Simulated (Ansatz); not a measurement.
CHNSi, SMILES `N#C[SiH]` (lower singlet) (charge 0, multiplicity 1). This singlet lies 1.09 eV below the relaxed triplet at the level B3LYP/cc-pVTZ // PBE0-D3(BJ)/def2-TZVP (Ansatz, a program for electronic structure).

Cartesian coordinates (Å):
SMILES: N#C[SiH]
```xyz
4

N      1.8355    -0.2102     0.1079
C      0.7377     0.0600    -0.1398
Si    -0.9535     0.6726    -0.6385
H     -1.6197    -0.5224     0.0235
```
Charge 0, spin multiplicity 1.

The restricted HF start is unstable towards unrestricted orbitals.

Task: Give the natural occupations of the active orbitals, the CASSCF energy and the corrected energy for frozen-core fic-MRCISD+Q@CASSCF(2e,2o)/cc-pVTZ // PBE0-D3(BJ)/def2-TZVP (Ansatz).

Result: 
```json
{
  "natural_occupations": "1.93, 0.07",
  "CASSCF energy": "-381.8402 Ha",
  "corrected_energy": "-382.2697 Ha",
  "weight_of_the_reference": "0.878"
}
```
